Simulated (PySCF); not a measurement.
Cards and structures have been mixed up. Pair them.

Structures:
1. `C#C[Si@@](O)(O[SiH3])[SiH2]O`
2. `C#CCSC`
3. `C#C[CH]C#N` [radical]

Card P (geometry PBE0-D3(BJ)/def2-SVP):
- Rotational constants A, B, C: 29.248, 2.786, 2.543 GHz
- Isotropic g value (unrestricted B3LYP/IGLO-III on C N, pcH-1 on H, mean-field spin–orbit): 2.00297
- Point group: Cs
- Dipole moment (PBE0-D3(BJ)/def2-SVP): 3.76 D

Card Q (geometry GFN2-xTB):
- Rotational constants A, B, C: 1.315, 0.819, 0.642 GHz
- Static isotropic polarisability (wB97X-D/def2-SVPD): 107.0 au
- Strongest line among the 8 lowest singlet transitions (TDDFT wB97X-D/def2-SVPD): S5 at 6.75 eV (184 nm, f = 0.084)
- Lowest singlet excitation (TDDFT wB97X-D/def2-SVPD): 6.00 eV (207 nm, f = 0.012)
- Point group: C1
- 13C chemical shifts (computed TMS as zero) by class (GIAO PBE0/pcSseg-1): 97.7 (1 C), 92.3 (1 C) ppm
- Isotropic shieldings of nuclei other than C and H, by class (GIAO PBE0/pcSseg-1): 272 (1 O), 279 (1 O), 348 (1 O), 383 (1 Si), 395 (1 Si), 397 (1 Si) ppm

Card R (geometry PBE0-D3(BJ)/def2-SVP):
- Rotational constants A, B, C: 7.670, 2.529, 2.106 GHz
- Dipole moment (PBE0-D3(BJ)/def2-SVP): 1.29 D
- Point group: C1

Each SMILES stands for a single optimised conformer of the isolated species, non-relativistic unless stated; the electronic structure was computed with PySCF and density fitting. NMR classes are plain means over equivalent atoms (diastereotopic ones count apart unless rotation or inversion swaps them), as if these changed places fast.

Question: Which card belongs to which structure?

Answer: P = 3, Q = 1, R = 2. What ties each card to its structure:
- 1 (card Q), C2H8O3Si3, monoisotopic mass 164.0 u, 8 heavy atoms: 2 C in 2 classes; the least shielded carbon (97.7 ppm) is a terminal alkyne carbon; an asymmetric top with C = 0.642 GHz, the lowest such constant on the cards; polarisability 107.0 au for 86 electrons.
- 2 (card R), C4H6S, monoisotopic mass 86.0 u, 5 heavy atoms: an asymmetric top with C = 2.106 GHz; dipole 1.29 D.
- 3 (card P), C4H2N, monoisotopic mass 64.0 u, 5 heavy atoms: point group Cs; an asymmetric top with C = 2.543 GHz, the highest such constant on the cards; dipole 3.76 D; an open shell.
